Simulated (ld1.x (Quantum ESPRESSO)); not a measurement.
Before and after: TM potential for Sc (Z = 21)

scandium, norm-conserving Troullier–Martins (Kleinman–Bylander form), made with ld1.x (Quantum ESPRESSO) 7.5 (PBEsol, scalar-relativistic). Core [Ne] 3s2, reference 3p6 3d1 4s2 4p0. Waves: 3p (bound): rc 1.15 bohr; 3d (bound): rc 1.75 bohr; 4s (bound): rc 2.20 bohr. Local part: the s channel. Core correction: none.

Change: reference 3p6 3d1 4s1.5 4p0.

Cutoffs: the cutoffs (Ry, on a coarse ladder) from which the occupation-weighted sum of valence levels, in a spherical-Bessel basis at the reference potential, stays within 10 and 1 mRy of its value at 400 Ry; they do not see the model core or the augmentation charge, which bear on the density cutoff. Errors are all-electron minus pseudo energies relative to the spin-unpolarised reference configuration.

Problem. What does the change do?

Solution. The potential gets neither clearly harder nor softer (70 Ry and 120 Ry → 70 Ry and 120 Ry); the d channel sets the loose cutoff, while the largest relative change is in s, which becomes harder; neither file shows a bound ghost at the reference potential, the only one tested.

| quantity | base | changed |
| --- | --- | --- |
| cutoff, loose | 70 Ry | 70 Ry |
| cutoff, tight | 120 Ry | 120 Ry |
| loose cutoff by channel (10 mRy a level) | p 30 Ry, d 55 Ry, s 10 Ry | p 30 Ry, d 55 Ry, s 12 Ry |
| bound ghosts | none | none |
| largest error over its own tests, meV | -955 | -681 |
| s: phases at 2.40 bohr within 0.05 rad from the reference energy up to (Ry; the scan ends near 5) | 0.1 | -0.1 |
| p: phases at 2.40 bohr within 0.05 rad from the reference energy up to (Ry; the scan ends near 5) | -1.1 | -1.3 |
| d: phases at 2.40 bohr within 0.05 rad from the reference energy up to (Ry; the scan ends near 5) | 0.5 | 0.3 |

Base: These tests converged, but a pseudo level misses the all-electron one widely, so the file describes the atom poorly there or has found another state: 3p6 3d0 4s0 4p0: empty 4p by 2.3 eV. Changed file: These tests converged, but a pseudo level misses the all-electron one widely, so the file describes the atom poorly there or has found another state: 3p6 3d0 4s0 4p0: empty 4p by 2.3 eV.
